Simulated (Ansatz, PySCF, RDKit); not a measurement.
Pair of molecules: CH5N (SMILES CN) (first 7 atoms) with H2Se (SMILES [SeH2]); geometry from B3LYP-D3(BJ)/def2-TZVP, rigid monomers moved along the line of their centres of mass till N2···Se8 is 3.59 Å.
(charge 0, multiplicity 1):
```xyz
10

C      0.42267    -0.08409    -0.17174
N     -0.56393     0.64092     0.62845
H      0.01574    -1.05905    -0.44484
H      1.31075    -0.26231     0.43577
H      0.73303     0.42347    -1.09425
H     -1.41733     0.79590     0.10580
H     -0.21136     1.55010     0.90148
Se    -0.38375    -0.74246     3.93872
H     -0.83951    -1.76925     2.99727
H     -0.25789    -1.73417     5.02797
```

Counterpoise-corrected where a basis set is named; no monomer relaxation. Rows marked so take none. RDKit's UFF carries no charges.

Rows in 6-31G* carry no dispersion term and start afresh at each structure (6-31G* with six Cartesian d functions); the Pople sets are all-electron and without relativity.

Programs: Ansatz (a quantum-chemistry and plane-wave program); PySCF for 6-31G* rows, the dispersion terms; RDKit for the force fields. Each number belongs to the level named beside it.

Problem. One of these levels gives -5.1 kJ/mol for the interaction energy. Which one is it?
A) r2SCAN-D4/def2-TZVPPD
B) M06-2X/6-31G* (no counterpoise)
C) B3LYP/6-31G*
D) UFF

Solution. C, B3LYP/6-31G*. The others give -3.0 (UFF), -9.5 (r2SCAN-D4/def2-TZVPPD), -13.9 (M06-2X/6-31G* (no counterpoise))
